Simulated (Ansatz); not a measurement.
Z-matrix (Å, degrees):
```
Si
I 1 2.451
C 1 1.886 2 103.6
O 1 1.631 2 111.7 3 122.8
H 1 1.475 2 109.4 3 -120.1
F 3 1.389 1 110.4 2 -179.4
H 3 1.096 1 111.2 2 60.0
H 3 1.096 1 110.2 2 -59.3
H 4 0.959 1 119.1 2 -54.8
```

Charge 0, multiplicity 1. I: def2 effective core potential.

Problem. List the r2SCAN/def2-TZVPP orbital energies in eV (the Gaussian-basis code of Ansatz). (Best estimate.)

Solution. Computed: Occupied: -1792.51, -666.22, -516.49, -275.14, -184.60, -142.82, -130.67, -130.48, -130.47, -97.75, -97.67, -97.63, -50.45, -50.39, -50.38, -50.22, -50.22, -31.64, -27.09, -18.69, -17.96, -14.90, -12.85, -12.60, -12.42, -10.83, -10.22, -9.32, -8.79, -8.55, -7.65, -7.10, -6.96. Lowest empty: -0.88, -0.29, 0.64, 0.85, 1.41, 1.93, 2.70, 2.78.
